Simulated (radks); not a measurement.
Cd II, 47 electrons, occupied as [Kr] 4d10 5s1. Calculated with a radial shooting solver on a logarithmic mesh with Libxc functionals: Dirac Kohn-Sham, PBE, spin-unpolarised, spherical densities, point nucleus; speed of light set to 685.18 atomic units (5 times the physical value, a model run). Some entries of the table are withheld. Estimate them.

orbital,occ.,eigenvalue (eV),<r> (bohr),r(max) (bohr)
1s1/2,2,-25689.89,0.03166,0.02094
2s1/2,2,-3743.033,0.1371,0.1163
2p1/2,2,-3489.801,0.1170,0.09107
2p3/2,4,-3482.641,0.1172,0.09124
3s1/2,2,(1),0.3707,0.3355
3p1/2,2,-598.9348,0.3622,0.3221
3p3/2,4,-597.6652,0.3627,0.3225
3d3/2,4,(2),(3),0.2662
3d5/2,6,(4),(5),0.2663
4s1/2,2,-106.8695,(6),0.8210
4p1/2,2,-73.9782,0.9725,0.8560
4p3/2,4,-73.7644,0.9737,0.8570
4d3/2,4,-21.1462,1.259,0.9750
4d5/2,6,-21.1176,1.260,0.9754
5s1/2,1,-12.3798,2.756,2.327

Answer. 
(1) 3s1/2 eigenvalue (eV): -701.7463
(2) 3d3/2 eigenvalue (eV): -407.7426
(3) 3d3/2 <r> (bohr): 0.3345
(4) 3d5/2 eigenvalue (eV): -407.4624
(5) 3d5/2 <r> (bohr): 0.3347
(6) 4s1/2 <r> (bohr): 0.9088
